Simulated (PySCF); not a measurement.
Nuclear quadrupole coupling in `C=C(OC(F)F)C(=O)C(F)F`

Compound: C5H4F4O2.
Geometry (GFN2-xTB, Å), atoms numbered from 1 in this order:
```xyz
15
C5H4F4O2 angstrom
C     -0.7707    1.6715   -0.3910
C     -0.0834    0.5375   -0.2691
O     -0.5999   -0.7159   -0.0232
C     -1.8747   -0.8147    0.4362
F     -2.0604   -2.0732    0.8337
F     -2.7796   -0.5836   -0.5449
C      1.4002    0.5332   -0.3995
O      2.0355    1.4622   -0.8097
C      2.0551   -0.7912    0.0458
F      3.3950   -0.6996    0.0000
F      1.7184   -1.0689    1.3274
H     -0.2255    2.5771   -0.5909
H     -1.8417    1.7373   -0.3233
H     -2.1064   -0.1291    1.2734
H      1.7336   -1.6347   -0.5870
```

Field gradients from the PBE0/pcSseg-1 density (PySCF, non-relativistic), principal values in atomic units, ordered |Vxx| ≤ |Vyy| ≤ |Vzz|:

| atom | Vxx | Vyy | Vzz |
| --- | --- | --- | --- |
| O3 | -0.2930 | -1.5871 | 1.8801 |
| O8 | 0.4593 | 1.5390 | -1.9983 |

Problem. Find the asymmetry η = (Vxx − Vyy)/Vzz and the couplings χ = eQV/h (234.96 MHz × Q in barn × V in au), with Q(17O) = −0.0256 b.

Solution. 
| atom | environment | nucleus | η | χzz (MHz) | χxx (MHz) | χyy (MHz) |
| --- | --- | --- | --- | --- | --- | --- |
| O3 | ether oxygen | 17O | 0.69 | -11.31 | 1.76 | 9.55 |
| O8 | ketone oxygen | 17O | 0.54 | 12.02 | -2.76 | -9.26 |

Problem. What is Vzz at O8 in SI units (1 au = 9.71736 × 10²¹ V/m²)?

Solution. -1.9983 au = -19.419 × 10²¹ V/m².

Problem. And the gradient at the other heavy atoms, for which no coupling is worked out here?

Solution. 
```
atom                    environment  Vzz (au)     η
  C1           terminal =CH2 carbon     0.338  0.09
  C2  vinylic carbon bearing oxygen    -0.363  0.61
  C4                    CHF2 carbon    -0.424  0.37
  F5        fluorine of a CF2 group     2.980  0.05
  F6        fluorine of a CF2 group     2.865  0.07
  C7         ketone carbonyl carbon     0.487  0.12
  C9                    CHF2 carbon    -0.512  0.74
 F10        fluorine of a CF2 group     2.996  0.11
 F11        fluorine of a CF2 group     3.018  0.09
```

Problem. What couplings would deuterons (Q(2H) = 0.00286 b) have in place of the hydrogens, at this geometry?

Solution. 
```json
{"atom": "H12", "bonded to": "C1", "bond length (Å)": "1.076", "Vzz (au)": "0.3305", "η": "0.05", "χzz (kHz)": "222"}
{"atom": "H13", "bonded to": "C1", "bond length (Å)": "1.075", "Vzz (au)": "0.3343", "η": "0.06", "χzz (kHz)": "225"}
{"atom": "H14", "bonded to": "C4", "bond length (Å)": "1.107", "Vzz (au)": "0.2521", "η": "0.02", "χzz (kHz)": "169"}
{"atom": "H15", "bonded to": "C9", "bond length (Å)": "1.102", "Vzz (au)": "0.2620", "η": "0.01", "χzz (kHz)": "176"}
```

The structure is a single GFN2-xTB conformer in the gas phase; no vibrational or solvent corrections. GFN2-xTB bond lengths can be off by several hundredths of an ångström, more for odd bonds, and the gradients follow them. The small basis limits the accuracy of the gradients.
